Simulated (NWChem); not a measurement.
## A calculation on H2O2Si

```xyz
5

Si    -0.1560     0.6205     0.0000
O     -1.2066    -0.6914     0.0000
H     -0.7626    -1.5648     0.0000
O      1.3117    -0.2396     0.0000
H      2.1068     0.3249     0.0000
```
Charge 0, spin multiplicity 1.

The numbers come from NWChem runs, not from measurements. Structure: optimised with PBE/def2-SVP, a minimum by its harmonic frequencies. It is one conformer; others weren't searched.

Symmetry labels belong to the abelian group Cs used in the runs, with the axes of the coordinates shown.

The structure started from a generated list of species.

### Question
List the lowest 6 singlet excitations that TD-CAM-B3LYP/def2-SVPD gives, with oscillator strengths.

### Answer
| state | symmetry | energy (eV) | wavelength (nm) | f |
|---|---|---|---|---|
| 1 | a" | 5.20 | 238 | 0.117 |
| 2 | a' | 6.57 | 189 | 0.141 |
| 3 | a' | 7.11 | 174 | 0.067 |
| 4 | a' | 7.52 | 165 | 0.236 |
| 5 | a" | 7.74 | 160 | 0.002 |
| 6 | a' | 7.98 | 155 | 0.290 |
